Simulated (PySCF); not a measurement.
Ga(CF3)2(H), SMILES F[C](F)([GaH][C](F)(F)F)F (C2HF6Ga) at its PBE0/def2-SVP optimised geometry (Å):

```
10

Ga    -0.2144     0.7131     0.0000
C      1.8035     0.7131     0.0000
F      2.3255     1.8582     0.4629
F      2.2506     0.5584    -1.2609
F      2.3277    -0.2808     0.7305
C     -1.1081    -1.0961    -0.0023
F     -2.3277    -1.0700    -0.5597
F     -1.2648    -1.5204     1.2664
F     -0.4016    -2.0336    -0.6479
H     -1.0391     2.0336     0.0000
```

Calculation: PySCF 2.14.0 with PBE0/def2-TZVP. Cells within 0.4 Å of a nucleus heavier than hydrogen are left out (blank, or x).

Map of the deformation density (molecule minus spherical neutral atoms) (e/bohr³) on the plane z = 0.0 Å:

```
|222222222222222222222222222|
|222222222222222222222222222|
|222222222222222222222222222|
|222222222222222222222222222|
|222222222222222222222222222|
|222222222222222222222222222|
|222222222222222222222222222|
|222222222254322222234222222|
|222222222355322221222222222|
|222222222343222222243222222|
|222222222221xx2455x21112222|
|222222222221xx1479xx0012222|
|222222222221x02344x11112222|
|222222212244222221122122222|
|222222211256422221122222222|
|222222221297322211222222222|
|222222323xx3111222222222222|
|222222222xx1112222222222222|
|222222211013222222222222222|
|222222211112222222222222222|
|222222221112222222222222222|
|222222222222222222222222222|
|222222222222222222222222222|
|222222222222222222222222222|
|222222222222222222222222222|
|222222222222222222222222222|
|222222222222222222222222222|
```
Scale: ten equal steps from -0.034 (start of '0') to 0.114 (end of '9'), in the order '0123456789'; x runs from -4.50 to 4.50, y from -4.50 (bottom) to 4.50 (top).
